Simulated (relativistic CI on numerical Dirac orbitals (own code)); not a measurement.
Computed by Dirac-Coulomb-Breit CI, KLI orbitals optimised for each configuration, model QED (radiative potential, 1s self-energy scaled to tabulated hydrogen-like ionisation energies), unscaled Slater integrals (own radial code, finite nucleus).

The strongest absorption lines from the ground level of an ion, among the configurations computed and to levels below about 1830 eV (vacuum wavelength in Å, gf): 6.7855 (0.065), 6.8074 (0.64), 6.8136 (0.4), 6.8406 (0.28), 6.8442 (0.071), 28.140 (2), 29.789 (1.4), 31.273 (0.14).

Q: Which ion is it?
A. Ta50+
B. Tm44+
C. Ta48+
D. Tb40+

A: C. Ta48+ has 25 electrons and the ground level 3s²3p⁶3d⁷ ⁴F9/2; the strongest line goes to 3s²3p⁵3d⁸ ⁴D°7/2. The pattern of lines fixes the number of electrons, and along that sequence the line energies rise steadily with the charge (about as its square where n changes within one kind of shell, about linearly where n is kept but much faster in heavy ions where fine structure, which grows about as Z⁴, sets the gap, and irregularly where shells cross), which fixes Z. Configurations outside the model, such as inner-shell arrays, can give stronger lines. At this charge energies of transitions that change n are usually good to better than 1 %, and those within a shell (Δn = 0) to a few per cent.

LS names give the leading component of a level, which can be under half, so a name can repeat, a term be missing and a line seem to break the LS rules.
